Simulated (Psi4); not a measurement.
HO₃S (SMILES O=S(=O)=[OH+]), charge +1, singlet, at a GFN2-xTB geometry, atoms displaced at random by about 0.08 Å a coordinate; B3LYP/cc-pVDZ, gradient (Psi4 1.11).

Here is a job for Psi4.
```
memory 2 GB

molecule mol {
1 1
  O    -0.608331    1.082269   -0.549887
  S    -0.154439    0.108219    0.183139
  O    -0.747270   -1.157693    0.377757
  O     1.459702   -0.204484    0.270739
  H     2.154201    0.537313   -0.149344
symmetry c1
no_reorient
no_com
}

set basis cc-pvdz
set reference rks

gradient('b3lyp')
print_variables()
```

It wrote (shortened):

```
gradient() will perform analytic gradient computation.

   => Loading Basis Set <=

    Name: CC-PVDZ
    Role: ORBITAL
    Keyword: BASIS

         ---------------------------------------------------------
                                   SCF
               by Justin Turney, Rob Parrish, Andy Simmonett
                          and Daniel G. A. Smith
                              RKS Reference
         ---------------------------------------------------------

  ==> Geometry <==

    Molecular point group: c1
    Full point group: C1

    Geometry (in Angstrom), charge = 1, multiplicity = 1:

       Center              X                  Y                   Z               Mass
    ------------   -----------------  -----------------  -----------------  -----------------
         O           -0.608331000000     1.082269000000    -0.549887000000    15.994914619570
         S           -0.154439000000     0.108219000000     0.183139000000    31.972071174400
         O           -0.747270000000    -1.157693000000     0.377757000000    15.994914619570
         O            1.459702000000    -0.204484000000     0.270739000000    15.994914619570
         H            2.154201000000     0.537313000000    -0.149344000000     1.007825032230

  Running in c1 symmetry.

  Rotational constants: A =      0.34325  B =      0.29154  C =      0.16273 [cm^-1]
  Rotational constants: A =  10290.32963  B =   8740.04566  C =   4878.54044 [MHz]
  Nuclear repulsion =  192.553640533949249

  Charge       = 1
  Multiplicity = 1
  Electrons    = 40
  Nalpha       = 20
  Nbeta        = 20

  ==> Algorithm <==

  SCF Algorithm Type is DF.
  DIIS enabled.
  MOM disabled.
  Fractional occupation disabled.
  Guess Type is SAD.
  Energy threshold   = 1.00e-08
  Density threshold  = 1.00e-08
  Integral threshold = 1.00e-12

  ==> Primary Basis <==

  Basis Set: CC-PVDZ
    Blend: CC-PVDZ
    Number of shells: 29
    Number of basis functions: 65
    Number of Cartesian functions: 69
    Spherical Harmonics?: true
    Max angular momentum: 2

  ==> DFT Potential <==

   => LibXC <=

    Version 7.1.2
    S. Lehtola, C. Steigemann, M. J. T. Oliveira, and M. A. L. Marques,  SoftwareX 7, 1–5 (2018) (10.1016/j.softx.2017.11.002)

   => Composite Functional: B3LYP <=

    B3LYP Hyb-GGA Exchange-Correlation Functional

    P. J. Stephens, F. J. Devlin, C. F. Chabalowski, and M. J. Frisch,  J. Phys. Chem. 98, 11623 (1994) (10.1021/j100096a001)

    Deriv               =              1
[...]
  @DF-RKS Final Energy:  -623.95789266564032
    Total Energy =                       -623.9578926656403155
[...]

   => Auxiliary Basis Set <=

  Basis Set: (CC-PVDZ AUX)
    Blend: CC-PVDZ-JKFIT
    Number of shells: 117
    Number of basis functions: 345
    Number of Cartesian functions: 398
    Spherical Harmonics?: true
    Max angular momentum: 3

  ==> DFT Potential <==

   => LibXC <=

    Version 7.1.2
    S. Lehtola, C. Steigemann, M. J. T. Oliveira, and M. A. L. Marques,  SoftwareX 7, 1–5 (2018) (10.1016/j.softx.2017.11.002)

   => Composite Functional: B3LYP <=

    B3LYP Hyb-GGA Exchange-Correlation Functional

    P. J. Stephens, F. J. Devlin, C. F. Chabalowski, and M. J. Frisch,  J. Phys. Chem. 98, 11623 (1994) (10.1021/j100096a001)

    Deriv               =              1
    GGA                 =           TRUE
    Meta                =          FALSE

    Exchange Hybrid     =           TRUE
    MP2 Hybrid          =          FALSE

   => Exchange Functionals <=

    0.0800   Slater exchange
    0.7200         Becke 88

   => Exact (HF) Exchange <=

    0.2000               HF

   => Correlation Functionals <=

    0.1900   Vosko, Wilk & Nusair (VWN5_RPA)
    0.8100   Lee, Yang & Parr

   => LibXC Density Thresholds  <==

    XC_HYB_GGA_XC_B3LYP:  1.00E-15

   => Molecular Quadrature <=

    Radial Scheme          =       TREUTLER
    Pruning Scheme         =           NONE
    Nuclear Scheme         =       TREUTLER

    Blocking Scheme        =         OCTREE
    BS radius alpha        =              1
    Pruning alpha          =              1
    Radial Points          =             75
    Spherical Points       =            302
    Total Points           =         107072
    Total Blocks           =            867
    Max Points             =            255
    Max Functions          =             65
    Weights Tolerance      =       1.00E-15

  -Total Gradient:
     Atom            X                  Y                   Z
    ------   -----------------  -----------------  -----------------
       1        0.098038853199    -0.246966049547     0.150471870113
       2       -0.159439584271     0.221762939074    -0.106973287548
       3        0.030305688858     0.043872718970    -0.033361297039
       4       -0.014482240335    -0.054038299890     0.015334323233
       5        0.045512468539     0.035595424288    -0.025408133943

  Variable Map:
  ----------------------------------------------------------------------------
[...]
  Array Variable Map:
  ----------------------------------------------------------------------------
[...]
[...]
```
